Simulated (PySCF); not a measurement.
M06-L on Cr⁻ (chromium, charge -1), [Ar] 3d5 4s2, high-spin 6S determinant. All numbers are calculated (PySCF 2.14, the spin-free X2C one-electron Hamiltonian (Gaussian nucleus), in x2c-TZVPPall with one added diffuse shell each of s, p, d, f type (7s6p5d3f1g, 80 functions)).

```
cycle= 1 E= -1050.71239347208  delta_E= -0.0157  |g|= 0.162  |ddm|= 1.08
cycle= 2 E= -1050.6733450763  delta_E= 0.039  |g|= 0.379  |ddm|= 0.555
cycle= 3 E= -1050.7221955319  delta_E= -0.0489  |g|= 0.015  |ddm|= 0.262
cycle= 4 E= -1050.72240685669  delta_E= -0.000211  |g|= 0.0159  |ddm|= 0.0499
cycle= 5 E= -1050.72259564127  delta_E= -0.000189  |g|= 0.0135  |ddm|= 0.0735
cycle= 6 E= -1050.72271106374  delta_E= -0.000115  |g|= 0.00165  |ddm|= 0.0464
cycle= 7 E= -1050.72271966691  delta_E= -8.6e-06  |g|= 0.00141  |ddm|= 0.0283
cycle= 8 E= -1050.72272680955  delta_E= -7.14e-06  |g|= 0.000663  |ddm|= 0.0389
cycle= 9 E= -1050.72272775863  delta_E= -9.49e-07  |g|= 0.000135  |ddm|= 0.02
cycle= 10 E= -1050.72272780771  delta_E= -4.91e-08  |g|= 7.42e-05  |ddm|= 0.00154
cycle= 11 E= -1050.72272782555  delta_E= -1.78e-08  |g|= 3.34e-05  |ddm|= 0.00159
cycle= 12 E= -1050.72272783021  delta_E= -4.66e-09  |g|= 6.23e-06  |ddm|= 0.000961
cycle= 13 E= -1050.72272783036  delta_E= -1.55e-10  |g|= 1.11e-07  |ddm|= 0.000145
converged SCF energy = -1050.72272783036  <S^2> = 8.8018985  2S+1 = 6.0172746
```

Highest occupied orbital energy: 1.451 eV; ⟨L²⟩ = 0.00; populations by l: s 8.00, p 12.00, d 5.00, f 0.00.

Q: Can this result be used?

A: With care. The run converged. At M06-L the highest occupied level has a positive energy, so only the finite basis holds that electron; in a semilocal or global hybrid functional this comes from self-interaction and does not mean that the real anion is unbound.
